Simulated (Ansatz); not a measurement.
# A barrier at the coupled-cluster level

Start structure (GeH₃F, closed shell), relaxed at PBE0-D4/def2-TZVP:

Ge1  (-0.888, -0.475, 0.419)
F2  (0.068, -1.742, -0.348)
H3  (0.563, 1.109, -0.504)
H4  (-0.021, 1.122, -0.993)
H5  (0.279, -0.013, 1.426)
(Å)

The step: GeHF ([F][GeH]) + H₂ → GeH₂ + HF; bonds formed: Ge1–H4, F2–H3; bonds broken: Ge1–F2, H3–H4. Computed with Ansatz 0.2.0 (basis: def2-TZVPP and def2-QZVPP); correlated methods freeze the cores. Filled d shells of the heavier atoms are correlated. The def2 sets are not built for correlating such inner shells, so the correlated values are less sure here. Extrapolation: Hartree–Fock as exp(−7.88 √X), correlation as X^−2.97. Energies below are by CCSD(T) at an estimated basis limit (MP2 extrapolated from triple and quadruple zeta, plus CCSD(T) − MP2 in triple zeta).

(1) What are the electronic barrier and the energy of the step, from the start structure to the end structure? (An estimate is asked for; the value comes from the calculation.)

No T1 diagnostic of these runs exceeds 0.014.

Results:

(1) Computed: Barrier 116.6 kJ/mol; step energy 66.6 kJ/mol (uphill); reverse barrier, their difference, 50.0 kJ/mol. Barrier and step energy count from the start structure, the reverse barrier from the end structure.

The saddle point: One imaginary mode of 1096i cm⁻¹.
```json
{"pair": "Ge1–H4", "start (Å)": "2.30", "saddle (Å)": "1.79", "end (Å)": "1.60"}
{"pair": "F2–H3", "start (Å)": "2.90", "saddle (Å)": "1.20", "end (Å)": "0.93"}
{"pair": "Ge1–F2", "start (Å)": "1.76", "saddle (Å)": "2.04", "end (Å)": "2.39"}
{"pair": "H3–H4", "start (Å)": "0.76", "saddle (Å)": "1.01", "end (Å)": "2.39"}
```

Zero-point energy (harmonic, PBE0-D4): ZPE is 56.9 kJ/mol at the start and 57.8 kJ/mol at the saddle, so the barrier goes from 116.6 to 117.4 kJ/mol.

Labels in which every atom is bracketed show which atoms are joined, not bond orders.

For scale, one of the runs: CCSD(T)/def2-TZVPP, 121 basis functions, launched by `ansatz run in.yaml --threads 2 --pin off --events-out ev --progress --plain --max-ram 4352MiB`. The run took about 4 s on 2 CPU threads of an Intel Xeon 6975P-C (shared host).
